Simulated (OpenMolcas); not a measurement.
## OpenMolcas run: Xe IV

Input:

```
&GATEWAY
Coord
1

Xe 0.0 0.0 0.0
Basis=ANO-R3
Group=XYZ
NoMove
AngMom=0.0 0.0 0.0
AMFI
&SEWARD
&RASSCF
FileOrb=start.orb
Symmetry=2
Spin=4
nActEl=5 0 0
Inactive=14 9
Ras2=1 3
CIRoot=1 1 1
SDav=1
CIMx=300
Iter=120 100
PrWF=0.3
OrbListing=Nothing
MaxOrb=0
Atom
>>> COPY $Project.JobIph JOB001
&RASSCF
FileOrb=start.orb
Symmetry=2
Spin=2
nActEl=5 0 0
Inactive=14 9
Ras2=1 3
CIRoot=11 11 1
SDav=11
CIMx=300
Iter=120 100
PrWF=0.3
OrbListing=Nothing
MaxOrb=0
Atom
>>> COPY $Project.JobIph JOB002
&RASSCF
FileOrb=start.orb
Symmetry=1
Spin=4
nActEl=5 0 0
Inactive=14 9
Ras2=1 3
CIRoot=3 3 1
SDav=3
CIMx=300
Iter=120 100
PrWF=0.3
OrbListing=Nothing
MaxOrb=0
Atom
>>> COPY $Project.JobIph JOB003
&RASSCF
FileOrb=start.orb
Symmetry=1
Spin=2
nActEl=5 0 0
Inactive=14 9
Ras2=1 3
CIRoot=9 9 1
SDav=9
CIMx=300
Iter=120 100
PrWF=0.3
OrbListing=Nothing
MaxOrb=0
Atom
>>> COPY $Project.JobIph JOB004
&RASSI
NrOfJobIphs=4 1 11 3 9
1
1 2 3 4 5 6 7 8 9 10 11
1 2 3
1 2 3 4 5 6 7 8 9
IphNames
JOB001
JOB002
JOB003
JOB004
EJob
SpinOrbit
DIPRint=1.0
SOCoupling=1000.0
Subsets=2
MEES
Property=10
'ANGMOM' 1 'ANGMOM' 2 'ANGMOM' 3 'MLTPL  1' 1 'MLTPL  1' 2 'MLTPL  1' 3
'AMFI' 1 'AMFI' 2 'AMFI' 3 'MLTPL  2' 6
SOProperty=3
'ANGMOM' 1 'ANGMOM' 2 'ANGMOM' 3
```

Launched by
```bash
OMP_NUM_THREADS=1 MOLCAS_MEM=2252 MOLCAS_PROJECT=a pymolcas a.inp > a.log  # once for each step of the input, in one work folder
```

A driver script runs the steps one by one and writes start.orb anew before each from the orbitals found so far.

Output, cut to the results:

```
--- SEWARD ---
Basis set label: XE.ANO-R...8S7P5D4F3G2H.

      Electronic valence basis set:
      ------------------
      Associated Effective Charge  54.000000 au
      Associated Actual Charge     54.000000 au
      Nuclear Model: Finite nucleus - Gaussian distribution
        Gaussian exponent, Xi/bohr**(-2):  1.80305E+08

      Shell  nPrim  nBasis  Cartesian Spherical Contaminant
         s      23       8        X
         p      18       7        X
         d      12       5                 X
         f       6       4                 X
         g       5       3                 X
         h       4       2                 X
                  Relativistic X2C integrals
                  Atomic mean-field integrals
--- RASSCF ---
Wave function specifications:
      -----------------------------

      Number of closed shell electrons          46
      Number of electrons in active shells       5
      Max number of holes in RAS1 space          0
      Max nr of electrons in RAS3 space          0
      Number of inactive orbitals               23
      Number of active orbitals                  4
      Number of secondary orbitals             104
      Spin quantum number                      1.5
      State symmetry                             2
Orbital specifications:
      -----------------------

      Symmetry species                           1   2
                                                ag  au
      Frozen orbitals                            0   0
      Inactive orbitals                         14   9
      Active orbitals                            1   3
      RAS1 orbitals                              0   0
      RAS2 orbitals                              1   3
      RAS3 orbitals                              0   0
      Secondary orbitals                        45  59
      Deleted orbitals                           0   0
      Number of basis functions                 60  71
      Number of CSFs                             1
      Number of root(s) required                 1
      Iter CI   SX   CI       RASSCF       Energy    max ROT     max BLB   max BLB  Level Ln srch  Step   QN
          iter iter root      energy       change     param      element    value   shift minimum  type update
 Nr of preliminary CI iterations:   1
 ###############################################################################
 ###############################################################################
 ###                                                                         ###
 ###                                                                         ###
 ###    WARNING: Problems in orbital optimization.                           ###
 ###                                                                         ###
 ###                                                                         ###
 ###############################################################################
 ###############################################################################
  Warning: In symmetry  1, orbital p=  15 has diagonal density matrix element D(p,p) close to two. (2 - D(p,p))=  0.000000E+00
      Total energies have been shifted. Add                -7000.00 au
        ...
 ###############################################################################
 ###############################################################################
  Warning: In symmetry  1, orbital p=  15 has diagonal density matrix element D(p,p) close to two. (2 - D(p,p))=  0.000000E+00
        4   1    2    1  -441.32092607   -4.55E-12  -8.26E-09   15  18 1 -7.60E-08   0.50   0.00    SX    NO
      Convergence after  4 iterations
        5   1    2    1  -441.32092607    3.64E-12  -8.26E-09   15  17 1 -3.95E-08   0.50   0.00    SX    NO
      Natural orbitals and occupation numbers for root  1
      sym 1:   2.000000
      sym 2:   1.000000   1.000000   1.000000
::    RASSCF root number  1 Total energy:  -7441.32092607
--- RASSCF ---
Wave function specifications:
      -----------------------------

      Number of closed shell electrons          46
      Number of electrons in active shells       5
      Max number of holes in RAS1 space          0
      Max nr of electrons in RAS3 space          0
      Number of inactive orbitals               23
      Number of active orbitals                  4
      Number of secondary orbitals             104
      Spin quantum number                      0.5
...
--- RASSI ---
SPIN-FREE ENERGIES:
  (Shifted by EMIN (a.u.) =      -7441.3209260743)

 SF State       Relative EMIN(au)   Rel lowest level(eV)    D:o, cm**(-1)      L_eff

     1             0.0000000000        0.0000000000              0.0000         0.0
     2             0.0877009484        2.3864643814          19248.1333         2.0
     3             0.0877009484        2.3864643814          19248.1333         2.0
     4             0.0877009484        2.3864643814          19248.1333         2.0
     5             0.0877009484        2.3864643814          19248.1333         2.0
     6             0.0877009484        2.3864643814          19248.1333         2.0
     7             0.1256386290        3.4188012611          27574.4918         1.0
     8             0.1256386290        3.4188012611          27574.4918         1.0
     9             0.1256386290        3.4188012611          27574.4918         1.0
    13             0.4819718193       13.1151213336         105780.5874         1.0
    14             0.4819718193       13.1151213336         105780.5874         1.0
    15             0.4819718193       13.1151213336         105780.5874         1.0
    16             0.6469862653       17.6053931613         141997.0721         2.0
    17             0.6469862653       17.6053931613         141997.0721         2.0
    18             0.6469862653       17.6053931613         141997.0721         2.0
    19             0.6469862653       17.6053931613         141997.0721         2.0
    20             0.6469862653       17.6053931613         141997.0721         2.0
    21             0.7337641174       19.9667388117         161042.6092         0.0
    22             0.8001834888       21.7741019822         175619.9762         1.0
    23             0.8001834888       21.7741019822         175619.9762         1.0
    24             0.8001834888       21.7741019822         175619.9762         1.0
...
```

Levels above the lowest, from the spin-orbit matrix, grouped by J:

```json
{"Configuration": "5s2 5p3", "Term": "4S*", "J": "3/2", "E (eV)": "0.0000", "Measured (eV)": "0.0000", "Term weight %": "91", "Second": "8 2P*"}
{"Configuration": "5s2 5p3", "Term": "2D*", "J": "3/2", "E (eV)": "2.1124", "Measured (eV)": "1.6449", "Term weight %": "75", "Second": "20 2P*"}
{"Configuration": "5s2 5p3", "Term": "2D*", "J": "5/2", "E (eV)": "2.6717", "Measured (eV)": "2.1711", "Term weight %": "100", "Second": ""}
{"Configuration": "5s2 5p3", "Term": "2P*", "J": "1/2", "E (eV)": "3.7208", "Measured (eV)": "3.4761", "Term weight %": "100", "Second": ""}
{"Configuration": "5s2 5p3", "Term": "2P*", "J": "3/2", "E (eV)": "4.5385", "Measured (eV)": "4.4200", "Term weight %": "72", "Second": "24 2D*"}
{"Configuration": "5s 5p4", "Term": "4P", "J": "5/2", "E (eV)": "12.8250", "Measured (eV)": "12.3567", "Term weight %": "98", "Second": ""}
{"Configuration": "5s 5p4", "Term": "4P", "J": "3/2", "E (eV)": "13.6838", "Measured (eV)": "13.2568", "Term weight %": "99", "Second": ""}
{"Configuration": "5s 5p4", "Term": "4P", "J": "1/2", "E (eV)": "14.0059", "Measured (eV)": "13.5458", "Term weight %": "97", "Second": "3 2S"}
{"Configuration": "5s 5p4", "Term": "2D", "J": "3/2", "E (eV)": "17.8188", "Measured (eV)": "15.1173", "Term weight %": "97", "Second": "2 2P"}
{"Configuration": "5s 5p4", "Term": "2D", "J": "5/2", "E (eV)": "17.9827", "Measured (eV)": "15.5569", "Term weight %": "98", "Second": ""}
{"Configuration": "5s 5p4", "Term": "2S", "J": "1/2", "E (eV)": "20.1864", "Measured (eV)": "18.6890", "Term weight %": "88", "Second": "10 2P"}
{"Configuration": "5s 5p4", "Term": "2P", "J": "3/2", "E (eV)": "21.8479", "Measured (eV)": "20.5808", "Term weight %": "98", "Second": "2 2D"}
{"Configuration": "5s 5p4", "Term": "2P", "J": "1/2", "E (eV)": "22.9689", "Measured (eV)": "22.0631", "Term weight %": "90", "Second": "9 2S"}
{"Configuration": "5p5", "Term": "2P*", "J": "3/2", "E (eV)": "34.1845", "Measured (eV)": "", "Term weight %": "100", "Second": ""}
{"Configuration": "5p5", "Term": "2P*", "J": "1/2", "E (eV)": "35.6213", "Measured (eV)": "", "Term weight %": "100", "Second": ""}
```

Against the 12 measured excited levels shown (Saloman, J. Phys. Chem. Ref. Data 33, 765 (2004)) the mean absolute deviation is 7700 cm-1; the largest miss in energy is 5s 5p4 2D 3/2: computed 17.8188, measured 15.1173 eV (+17.9 %), and the largest in proportion 5s2 5p3 2D* 3/2 [75 %] (+28.4 %).

Terms of s pⁿ other than that of highest spin mix with s² pⁿ⁻² d, which this space lacks; all of them can be thousands of cm-1 off, and some have no real level of that name. Computed and measured levels are paired by configuration, term and J; levels that our copy of the source lacks, or whose pairing is in doubt (as where it misses far off the trend of its configuration), stay unpaired and out of the deviations. Only configurations of the active space appear.

The term weight is that of the spin-free term in the level, not the purity of its configuration. A share in square brackets marks a mixed level and gives the weight of the term that names it. * marks odd parity.
